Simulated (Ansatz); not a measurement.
Correlation energies of H$_{3}$O$_{2}$Sb (`[OH][SbH][OH]`) by basis set

Cartesian coordinates in Å:
```
O 0.8289 1.1062 0.6890
Sb -0.1366 0.2864 -0.8092
O -0.6889 -1.3810 0.0648
H 0.3121 1.8015 1.1037
H 1.3016 -0.4533 -1.3591
H -1.6171 -1.3599 0.3106
```

The species carries charge 0 and has multiplicity 1. Correlated methods include outer-core shells of Sb, which these sets cover unevenly. Sb: def2 effective core potential. The geometry is a stationary point of PBE0-D4/def2-TZVP. It is one conformer, not always the lowest. Frozen core, restricted reference, Ansatz.

| basis | HF (Eh) | MP2 corr. |
| --- | --- | --- |
| def2-SVP | -390.59544 | -0.50241 |
| def2-TZVPP | -390.81807 | -0.84192 |
| def2-QZVPP | -390.82993 | -1.12250 |

Question: Estimate the CCSD correlation energy and the (T) correction in each basis where they were run (hartree).

Answer: 
```
     basis  CCSD corr.       (T)
  def2-SVP    -0.52315  -0.01288
def2-TZVPP    -0.83974  -0.02870
```
